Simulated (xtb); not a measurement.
xtb input:

```bash
xtb mol.xyz --gfn 1 --sp --chrg 0 --uhf 0
```
mol.xyz:
```
12

B     -0.01740047     0.05001778    -0.00019811
C      1.53677170    -0.23653702    -0.00330876
C     -1.05816218    -1.13922958     0.00875798
N     -0.47750970     1.37260517    -0.00543670
H      1.82210434    -0.82992170     0.87133875
H      1.81701068    -0.83860540    -0.87365821
H      2.15701438     0.66337081    -0.00959750
H     -2.10302693    -0.81855813     0.01021218
H     -0.91145416    -1.78774902    -0.86097053
H     -0.90636050    -1.77906532     0.88402643
H      0.13676918     2.17011492    -0.01119846
H     -1.45414384     1.61668835    -0.00380053
```

Q: What final total energy does it print?

A: -13.22206 Eh (GFN1-xTB).
